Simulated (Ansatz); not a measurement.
Reaction (ligand exchange at a Ge–O bond): `[BH2][GeH2][OH]` + HCl → `[BH2][GeH2][Cl]` + H₂O

Program: Ansatz. Geometries: PBE0-D4/def2-TZVP. ΔE: electronic, gas phase. CCSD(T)/CBS adds triple-zeta CCSD(T) − MP2 to the extrapolated MP2 energy (def2 sets, frozen cores). This one scheme is used for every species. DFT in def2-TZVPP. For Ge outer-core shells are correlated without core-valence functions, which leaves a few kJ/mol of doubt a bond. Scalar relativity is left out up to krypton. Each species was taken in one conformer, which may not be the lowest.

```
          species  PBE0 energy (Eh)
`[BH2][GeH2][OH]`       -2179.71637
              HCl        -460.66547
`[BH2][GeH2][Cl]`       -2564.02317
              H₂O         -76.38081
```

Work out ΔE.

ΔE = (-2564.02317) + (-76.38081) − (-2179.71637) − (-460.66547) = -0.02214 Eh = -0.60 eV. CCSD(T)/CBS gives -0.57 eV.

What do rigid-rotor, harmonic-oscillator terms from PBE0-D4/def2-TZVP frequencies (298.15 K, 1 bar) make of the CCSD(T)/CBS value? (Best estimate.)

Computed: ΔZPE = +0.07 eV, ΔH = -0.50 eV, ΔS = 7 J/(mol·K), ΔG = -0.52 eV.

Largest T1 diagnostic among the species: 0.012.

At CCSD(T), def2-SVP lies +0.12 eV from the extrapolated value and def2-TZVPP +0.05 eV. Leaving LDA and LC-ωPBE aside and taking each functional with its dispersion term where it has one, the values, not all of them listed here, spread over 0.09 eV, from HSE06-D4 to CAM-B3LYP-D4. LDA lies +0.03 eV from PBE without D4. From BLYP to BHLYP (50 % exact exchange), in def2-TZVPP and without D4, ΔE moves by −0.06 eV.
